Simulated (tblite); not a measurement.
C₇H₉OP.
Cartesian coordinates in Å at the GFN2-xTB level; atoms count from 1:
```
atom  x, y, z in Å
C1     1.6135    3.1169    0.1834
C2     1.2926    1.9846   -0.0558
P3     0.8206    0.3205   -0.4774
O4     0.8525    0.0169   -1.9098
C5     1.9564   -0.6651    0.5389
C6     2.6360   -1.6403   -0.0370
C7    -0.7999    0.1513    0.3045
C8    -1.8008   -0.3314   -0.4188
C9    -3.1905   -0.5480    0.0621
H10    1.8938    4.1070    0.4012
H11    2.0330   -0.4286    1.5901
H12    3.3223   -2.2777    0.4977
H13    2.5152   -1.8212   -1.0940
H14   -0.9074    0.4392    1.3402
H15   -1.6009   -0.5927   -1.4513
H16   -3.3023   -0.2441    1.1002
H17   -3.8869    0.0198   -0.5539
H18   -3.4559   -1.6007   -0.0320
```

Level: GFN2-xTB in tblite, geometry and Hessian alike; calculated harmonic values, unscaled, isolated species. Against measured fundamentals such values can be off by several per cent, at times by over 20. One conformer, not necessarily the lowest.

Harmonic wavenumbers (cm⁻¹): 46.7, 68.1, 94.1, 110.4, 127.2, 167.7, 178.4, 207.8, 250.9, 326.9, 335.8, 355.1, 406.6, 473.5, 555.7, 660.2, 665.7, 678.2, 693.9, 738.9, 792.6, 907.5, 971.7, 977.6, 987.9, 1011.6, 1032.3, 1104.8, 1193.5, 1223.4, 1267.8, 1280.0, 1379.1, 1393.0, 1466.9, 1473.0, 1663.2, 1683.1, 2207.8, 3003.5, 3018.1, 3037.0, 3050.9, 3062.1, 3065.4, 3080.8, 3110.6, 3362.5.

A = 1725, B = 992.8, C = 767.8 MHz; mass 140.039 u (most abundant isotopes); point group C1, symmetry number 1.

Q: What is the zero-point energy?

A: ½Σν̃ = 29475 cm⁻¹ = 84.27 kcal/mol.

Q: Give the ideal-gas entropy at 273.15 K and 1 bar in the rigid-rotor, harmonic-oscillator model (classical rotation).

A: Translation 40.31, rotation 29.62, vibration 33.22: S = 103.2 cal/(mol K).

Q: And Cp and H(273.15 K) − H(0)?

A: Cp = 40.20 cal/(mol K), of which vibrations give 32.25 (their classical limit is 48 R = 95.4); H(273.15 K) − H(0) = 6.92 kcal/mol without the zero-point energy, 4.75 from vibrations.

Q: How do the functions run with temperature in this model?

A: 
```json
{"T (K)": "100", "S (cal/(mol K))": "73.0", "Cp (cal/(mol K))": "22.2", "H − H(0) (kcal/mol)": "1.46", "G − H(0) (kcal/mol)": "-5.83", "ln q(vib)": "2.17"}
{"T (K)": "200", "S (cal/(mol K))": "91.8", "Cp (cal/(mol K))": "33.0", "H − H(0) (kcal/mol)": "4.24", "G − H(0) (kcal/mol)": "-14.11", "ln q(vib)": "5.57"}
{"T (K)": "300", "S (cal/(mol K))": "107.0", "Cp (cal/(mol K))": "42.7", "H − H(0) (kcal/mol)": "8.04", "G − H(0) (kcal/mol)": "-24.07", "ln q(vib)": "8.82"}
{"T (K)": "500", "S (cal/(mol K))": "132.8", "Cp (cal/(mol K))": "58.4", "H − H(0) (kcal/mol)": "18.25", "G − H(0) (kcal/mol)": "-48.14", "ln q(vib)": "14.84"}
{"T (K)": "800", "S (cal/(mol K))": "163.7", "Cp (cal/(mol K))": "73.0", "H − H(0) (kcal/mol)": "38.16", "G − H(0) (kcal/mol)": "-92.80", "ln q(vib)": "22.89"}
{"T (K)": "1000", "S (cal/(mol K))": "180.7", "Cp (cal/(mol K))": "79.5", "H − H(0) (kcal/mol)": "53.45", "G − H(0) (kcal/mol)": "-127.29", "ln q(vib)": "27.67"}
```

q(vib) and H(0) count from the zero-point level.

Q: Blend soft modes into free rotors: weight 1/[1 + (100 cm⁻¹/ν̃)⁴] for the oscillator and the rest for a rotor with moment μB/(μ + B), μ = h/(8π²ν), B = 10⁻⁴⁴ kg m². What vibrational entropy results?

A: 30.75 cal/(mol K) in place of 33.22, which changes −T·S at 273.15 K by +0.68 kcal/mol.

Hindered rotation and anharmonicity are outside this model. Other conformers, if any are populated, would add a mixing term that is left out. The structure is chiral; the term R ln 2 for an equal mix with its mirror image is left out.
